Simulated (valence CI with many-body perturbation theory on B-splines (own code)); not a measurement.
**Level structure of As28+**

Computed by relativistic CI+MBPT: three valence electrons over a frozen Dirac-Fock core [He], a basis of 11 s, 11 p, 9 d, 7 f, 5 g, 2 h, 1 i functions for each j, with the one-electron correlation potential Σ1 (screened to all orders), the two-electron term Σ2, the three-electron term Σ3, Breit, model QED; selected single and double excitations, second order for the rest (own B-spline code, finite nucleus).

The last digits are not significant, and no measured levels were compared; by estimate large intervals hold to a few tenths of a per cent, small ones and those within an open d or f shell to about a per cent.

Levels 46 to 90 of 94, with energies above the lowest level, (2s^2 2p1/2) J=1/2. "Leading %" is the weight of the configuration and term that name the level; weights of strongly mixed levels are sums over their largest components and can fall short. In the jj column 3d3/2^4 stands for four electrons in 3d with j = 3/2. Lifetimes count E1, E2, E3, M1 and M2 decay at the calculated energies, and are blank where another channel may lead or the interval is too uncertain; long ones can be off by a factor of two.

| No. | Configuration | Term | J | E (eV) | Leading % | g | Lifetime | Leading jj |
| --- | --- | --- | --- | --- | --- | --- | --- | --- |
| 46 | 2s.2p.3s | 2P° | 3/2 | 1874.9 | 63 | 1.218 | 102 fs | 2s 2p3/2 3s (63 %) |
| 47 | 2s.2p.3p | 2D | 5/2 | 1878.2 | 60 | 1.349 | 57.6 fs | 2s 2p3/2 3p3/2 (94 %) |
| 48 | 2s.2p.3p | 2S | 1/2 | 1881.1 | 68 | 1.722 | 41.7 fs | 2s 2p3/2 3p3/2 (92 %) |
| 49 | 2s.2p.3d | 4F° | 9/2 | 1892.1 | 100 | 1.329 | 1.13 ns | 2s 2p3/2 3d5/2 (100 %) |
| 50 | 2s.2p.3d | 4D° | 7/2 | 1895.5 | 64 | 1.354 | 17.3 fs | 2s 2p3/2 3d5/2 (50 %) |
| 51 | 2s.2p.3d | 4D° | 5/2 | 1896.1 | 53 | 1.294 | 16.5 fs | 2s 2p3/2 3d3/2 (93 %) |
| 52 | 2p2.3s | 4P | 1/2 | 1897.5 | 57 | 2.012 | 160 fs | 2p1/2^2 3s (81 %) |
| 53 | 2s.2p.3d | 4P° | 3/2 | 1897.7 | 57 | 1.485 | 16.4 fs | 2s 2p3/2 3d3/2 (92 %) |
| 54 | 2s.2p.3d | 4P° | 1/2 | 1898.4 | 89 | 2.392 | 19.1 fs | 2s 2p3/2 3d3/2 (96 %) |
| 55 | 2s.2p.3d | 2D° | 5/2 | 1902.7 | 45 | 1.239 | 24.4 fs | 2s 2p3/2 3d5/2 (94 %) |
| 56 | 2s.2p.3p | 2P | 1/2 | 1903.2 | 64 | 1.174 | 99.9 fs | 2s 2p3/2 3p1/2 (77 %) |
| 57 | 2s.2p.3p | 2D | 3/2 | 1903.6 | 69 | 0.954 | 174 fs | 2s 2p3/2 3p1/2 (86 %) |
| 58 | 2s.2p.3d | 2P° | 3/2 | 1907.7 | 52 | 1.187 | 24.9 fs | 2s 2p3/2 3d5/2 (86 %) |
| 59 | 2s.2p.3p | 2D | 5/2 | 1911.7 | 86 | 1.221 | 228 fs | 2s 2p3/2 3p3/2 (82 %) |
| 60 | 2s.2p.3d | 2F° | 7/2 | 1912.3 | 92 | 1.158 | 14.4 fs | 2s 2p3/2 3d5/2 (51 %) |
| 61 | 2s.2p.3p | 2P | 3/2 | 1914.9 | 59 | 1.207 | 134 fs | 2s 2p3/2 3p3/2 (81 %) |
| 62 | 2s.2p.3d | 2P° | 1/2 | 1915.9 | 87 | 0.663 | 19.1 fs | 2s 2p3/2 3d5/2 (93 %) |
| 63 | 2p2.3p | 4D° | 1/2 | 1920.8 | 49 | 0.672 | 75.7 fs | 2p1/2^2 3p1/2 (89 %) |
| 64 | 2s.2p.3p | 2S | 1/2 | 1920.9 | 74 | 1.852 | 507 fs | 2s 2p3/2 3p3/2 (80 %) |
| 65 | 2p2.3s | 4P | 3/2 | 1927.4 | 90 | 1.681 | 200 fs | 2p1/2 2p3/2 3s (94 %) |
| 66 | 2p2.3s | 2P | 1/2 | 1935.4 | 69 | 1.072 | 98.5 fs | 2p1/2 2p3/2 3s (86 %) |
| 67 | 2p2.3p | 4D° | 3/2 | 1936.1 | 40 | 1.333 | 77.9 fs | 2p1/2^2 3p3/2 (82 %) |
| 68 | 2p2.3s | 4P | 5/2 | 1936.9 | 57 | 1.423 | 135 fs | 2p1/2 2p3/2 3s (87 %) |
| 69 | 2s.2p.3d | 2F° | 5/2 | 1939.0 | 81 | 0.901 | 16.5 fs | 2s 2p3/2 3d3/2 (86 %) |
| 70 | 2s.2p.3d | 2F° | 7/2 | 1939.5 | 90 | 1.154 | 31.9 fs | 2s 2p3/2 3d5/2 (84 %) |
| 71 | 2s.2p.3d | 2D° | 3/2 | 1940.4 | 87 | 0.842 | 14.5 fs | 2s 2p3/2 3d3/2 (80 %) |
| 72 | 2p2.3s | 2D | 3/2 | 1942.9 | 52 | 1.044 | 103 fs | 2p1/2 2p3/2 3s (90 %) |
| 73 | 2s.2p.3d | 2D° | 5/2 | 1944.7 | 82 | 1.161 | 14.1 fs | 2s 2p3/2 3d5/2 (89 %) |
| 74 | 2s.2p.3d | 2P° | 1/2 | 1945.2 | 92 | 0.641 | 20.6 fs | 2s 2p3/2 3d3/2 (84 %) |
| 75 | 2s.2p.3d | 2P° | 3/2 | 1948.6 | 88 | 1.318 | 20.5 fs | 2s 2p3/2 3d5/2 (77 %) |
| 76 | 2p2.3p | 4P° | 1/2 | 1949.7 | 34 | 1.599 | 78.9 fs | 2p1/2 2p3/2 3p1/2 (94 %) |
| 77 | 2p2.3p | 4D° | 3/2 | 1953.9 | 41 | 1.163 | 80.1 fs | 2p1/2 2p3/2 3p1/2 (89 %) |
| 78 | 2p2.3d | 4F | 3/2 | 1956.2 | 50 | 0.729 | 132 fs | 2p1/2^2 3d3/2 (91 %) |
| 79 | 2p2.3p | 4D° | 5/2 | 1960.1 | 43 | 1.190 | 113 fs | 2p1/2 2p3/2 3p1/2 (82 %) |
| 80 | 2p2.3p | 4P° | 5/2 | 1963.6 | 40 | 1.418 | 74.1 fs | 2p1/2 2p3/2 3p3/2 (93 %) |
| 81 | 2p2.3d | 4F | 5/2 | 1963.8 | 32 | 1.187 | 43.1 fs | 2p1/2^2 3d5/2 (85 %) |
| 82 | 2p2.3p | 4P° | 1/2 | 1965.6 | 48 | 1.939 | 68.1 fs | 2p1/2 2p3/2 3p3/2 (94 %) |
| 83 | 2p2.3p | 2D° | 3/2 | 1968.5 | 52 | 1.231 | 65.9 fs | 2p1/2 2p3/2 3p3/2 (94 %) |
| 84 | 2p2.3p | 4D° | 7/2 | 1972.2 | 57 | 1.303 | 94.9 fs | 2p1/2 2p3/2 3p3/2 (91 %) |
| 85 | 2p2.3p | 4S° | 3/2 | 1974.1 | 40 | 1.587 | 57.6 fs | 2p1/2 2p3/2 3p1/2 (80 %) |
| 86 | 2p2.3s | 2D | 5/2 | 1977.2 | 56 | 1.362 | 99.8 fs | 2p3/2^2 3s (90 %) |
| 87 | 2p2.3p | 2P° | 3/2 | 1978.3 | 58 | 1.287 | 56.6 fs | 2p1/2 2p3/2 3p3/2 (86 %) |
| 88 | 2p2.3p | 2F° | 5/2 | 1981.9 | 34 | 1.180 | 71.9 fs | 2p1/2 2p3/2 3p3/2 (83 %) |
| 89 | 2p2.3s | 2P | 3/2 | 1982.0 | 47 | 1.110 | 95.4 fs | 2p3/2^2 3s (92 %) |
| 90 | 2p2.3d | 2P | 3/2 | 1986.5 | 37 | 0.982 | 76.7 fs | 2p1/2 2p3/2 3d3/2 (93 %) |
